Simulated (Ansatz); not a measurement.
`OCCCCCCO` → `[CH2]` (triplet) + `OCCCCCO`  (formal loss of a carbene)

Computed with Ansatz on PBE0-D4/def2-TZVP structures; ΔE is electronic, products minus reactants. CCSD(T)/CBS is the MP2 limit (def2-TZVPP, def2-QZVPP) plus CCSD(T) − MP2 in def2-TZVPP, frozen cores. This one scheme is used for every species. DFT in def2-TZVPP. Triplets are unrestricted, without spin–orbit coupling. Each species was taken in one conformer, which may not be the lowest.

(1) Is it downhill or uphill in electronic energy at CCSD(T)/CBS, and by how much? (Best estimate.)

(2) What do these levels give: PBE-D4, r2SCAN-D4, B97M-V, PBE-QIDH, PBE0, RPA@PBE/def2-TZVPP? (Best estimate.)

Largest T1 diagnostic among the species: 0.011.

Answers

(1) Ansatz gave: Uphill: ΔE = +4.53 eV.

(2) The calculation gave: PBE-D4 4.56, r2SCAN-D4 4.27, B97M-V 4.51, PBE-QIDH 4.49, PBE0 4.44, RPA@PBE/def2-TZVPP 4.35 eV.

At CCSD(T), def2-SVP lies −0.19 eV from the extrapolated value and def2-TZVPP −0.12 eV. From PBE to PBE0 (25 % exact exchange), in def2-TZVPP and without D4, ΔE moves by −0.07 eV.
